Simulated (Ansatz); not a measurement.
`[Br][SnH2][Br]`, relaxed with RKS PBE-D4/def2-SVP in Ansatz from a rough embedded geometry. The force threshold is 0.03 eV/Å; the program also tests the step.

Total charge 0; spin multiplicity 1. Sn: def2 effective core potential.

Start:

```xyz
5

Br   -0.909   -0.077    2.197
Sn   -0.109    0.063   -0.125
Br    2.288   -0.676   -0.169
H    -0.212    1.677   -0.751
H    -1.058   -0.988   -1.153
```

Task: By how much does the energy fall, and how many steps does the optimiser take? (An estimate is asked.)

Result: Computed: 4.41 kJ/mol, in 4 steps.

Task: Which bonds change most? (Best estimate.)

Result: Computed: Br1–Sn2 from 2.460 to 2.510 Å; Sn2–H5 from 1.750 to 1.722 Å; Sn2–H4 from 1.734 to 1.722 Å; Sn2–Br3 from 2.509 to 2.510 Å.

Task: Give the relaxed structure. (Best estimate.)

Result: Computed: 
```xyz
5

Br   -0.948   -0.049    2.184
Sn   -0.123    0.067   -0.183
Br    2.275   -0.672   -0.214
H    -0.171    1.716   -0.675
H    -1.032   -1.062   -1.112
```
